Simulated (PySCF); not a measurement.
Molecule: C3H5O, charge 0, multiplicity 2. It need not be the lowest isomer of its formula. 
Geometry from a B3LYP-D3(BJ)/def2-TZVP (Ansatz) optimisation:
```xyz
9

C      1.7807    -0.1390    -0.6135
C      0.6338    -0.2487     0.1444
C     -0.5990     0.2673    -0.1952
O     -1.7224     0.1528     0.5601
H      1.7803     0.3819    -1.5620
H      2.7122    -0.5709    -0.2804
H      0.6974    -0.7851     1.0904
H     -0.7789     0.8168    -1.1085
H     -1.5254    -0.3421     1.3655
```
Charge 0, spin multiplicity 2.

Dispersion corrections to the total energy (kcal/mol) from the dftd3 and dftd4 libraries through PySCF: D3(BJ) without and D4 with the three-body term, each with the damping fitted for the functional named.

```
functional  D3(BJ)      D4
----------  ------  ------
B2GP-PLYP    -1.76     [?]
HF          -28.98  -11.91
revPBE       -8.79  -10.81
PW6B95       -1.45   -2.60
BLYP         -6.89   -6.74
CAM-B3LYP      [?]   -2.42
BHLYP          [?]   -3.19
```

**Question.** Fill in the missing entries.

**Answer.** 
- B2GP-PLYP, D4: -1.21
- CAM-B3LYP, D3(BJ): -2.35
- BHLYP, D3(BJ): -4.22
